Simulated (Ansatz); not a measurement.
CrO2(NH2)2 (CrN2O2H4). The state is a singlet with charge 0. Geometry B3LYP-D4/def2-SVP.

Cartesian coordinates in Å:
```
Cr -0.303 -0.537 -0.030
N -0.003 0.365 1.494
N 0.384 0.310 -1.456
O -1.840 -0.611 -0.230
O 0.422 -1.905 0.091
H -0.651 1.051 1.868
H 0.813 0.210 2.078
H 1.323 0.141 -1.802
H -0.145 0.976 -2.013
```

The restricted singlet is unstable towards broken spin symmetry in Hartree–Fock (as tested in another run); at PBE-D4/def2-SVP, revPBE-D4/def2-TZVP, BLYP-D4/def2-TZVP, PBE0-D4/def2-SVP and others this wasn't settled.

(1) Estimate the orbital energies around the gap (eV) in Ansatz with PBE-D4/def2-SVP, revPBE-D4/def2-TZVP, BLYP-D4/def2-TZVP, PBE0-D4/def2-SVP, PBE0-D4/def2-TZVP.

Answers

(1) 
```tsv
orbital	PBE-D4/def2-SVP	revPBE-D4/def2-TZVP	BLYP-D4/def2-TZVP	PBE0-D4/def2-SVP	PBE0-D4/def2-TZVP
HOMO−5	-9.02	-9.15	-9.11	-10.83	-10.92
HOMO−4	-8.71	-8.88	-8.84	-10.56	-10.71
HOMO−3	-8.30	-8.47	-8.44	-9.96	-10.13
HOMO−2	-7.12	-7.34	-7.32	-8.80	-8.96
HOMO−1	-7.00	-7.20	-7.19	-8.75	-8.95
HOMO	-5.70	-5.94	-5.91	-7.10	-7.31
LUMO	-3.46	-3.58	-3.59	-2.76	-2.83
LUMO+1	-3.13	-3.35	-3.36	-2.62	-2.76
LUMO+2	-2.20	-2.38	-2.41	-1.51	-1.63
LUMO+3	-1.49	-1.66	-1.72	-0.83	-0.97
LUMO+4	-1.04	-1.23	-1.29	-0.38	-0.52
LUMO+5	-0.19	-0.37	-0.44	0.42	0.29
```
